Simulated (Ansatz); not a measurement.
`C[CH2][Al]([NH2])[OH]` and `[NH2][Al]([OH])[SiH2]Cl` differ in one atom or group.

Ansatz, PBE0-D4/def2-TZVP geometries, multiplicity 1. Each molecule was computed in one conformer, which needn't be the lowest.

```
                                          property  `C[CH2][Al]([NH2])[OH]`
              HOMO–LUMO gap (PBE0/def2-TZVPP) / eV                     7.38
               HOMO–LUMO gap (PBE/def2-TZVPP) / eV                     5.15
size of the dipole moment (ωB97M-V/def2-TZVPP) / D                     1.71
               HOMO energy (B3LYP/def2-TZVPP) / eV                    -7.02
                 LUMO energy (PBE/def2-TZVPP) / eV                    -0.68
             HOMO energy (ωB97M-V/def2-TZVPP) / eV                    -9.69
```

Problem. What does the change do to each property? (An estimate is asked.)

Solution. Ansatz gave: 
```
                                          property  `[NH2][Al]([OH])[SiH2]Cl`  shift
              HOMO–LUMO gap (PBE0/def2-TZVPP) / eV                       6.93  -0.45
               HOMO–LUMO gap (PBE/def2-TZVPP) / eV                       4.78  -0.37
size of the dipole moment (ωB97M-V/def2-TZVPP) / D                       2.89   1.18
               HOMO energy (B3LYP/def2-TZVPP) / eV                      -7.39  -0.37
                 LUMO energy (PBE/def2-TZVPP) / eV                      -1.46  -0.78
             HOMO energy (ωB97M-V/def2-TZVPP) / eV                      -9.73  -0.04
```

With PBE0 the HOMO falls by 0.39 eV and the LUMO falls by 0.83 eV, so the gap narrows by about 0.44 eV. PBE moves the HOMO by -0.40 eV and ωB97M-V by -0.04 eV. Dipoles are sizes alone; their direction can turn.

B3LYP here is the variant with VWN-RPA as its local correlation; programs differ in this.
